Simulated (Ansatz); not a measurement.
Species: BI$_{2}$, charge 1, singlet. BI2+ (parent SMILES I[B]I, singlet).
B3LYP-D3(BJ)/def2-TZVP minimum from Ansatz (a first-principles code):
```xyz
3

I      0.0000     0.0000    -1.9744
B      0.0000     0.0000     0.0000
I      0.0000     0.0000     1.9744
```
Charge +1, spin multiplicity 1.

Total energies in def2-TZVPP, 16 correlated electrons, 19 frozen orbitals. UHF or UKS for unpaired electrons; spin-orbit terms are left out. Cores are frozen in correlated methods (noble-gas shells, and filled d and f shells in the p block). Past Kr the def2 sets carry scalar-relativistic core potentials. Spin-orbit terms, left out, reach several kcal/mol for Br and I, and more for heavier atoms. The spin of BI2+ (parent SMILES I[B]I, singlet) was assumed, and the state is the lowest solution found for it.

| method | program | energy (Eh) | minus CCSDT(Q) (mEh) |
|---|---|---|---|
| HF | Ansatz | -617.75464 | 403.90 |
| MP2 | Ansatz | -618.10906 | 49.47 |
| CCSD | Ansatz | -618.13412 | 24.41 |
| CCSD(T) | Ansatz | -618.15602 | 2.51 |
| CCSDT(Q) | Ansatz | -618.15853 | 0.00 |

Rough core times of Ansatz's runs on a shared machine: CCSD(T) under 20 s, CCSDT(Q) 20 min.
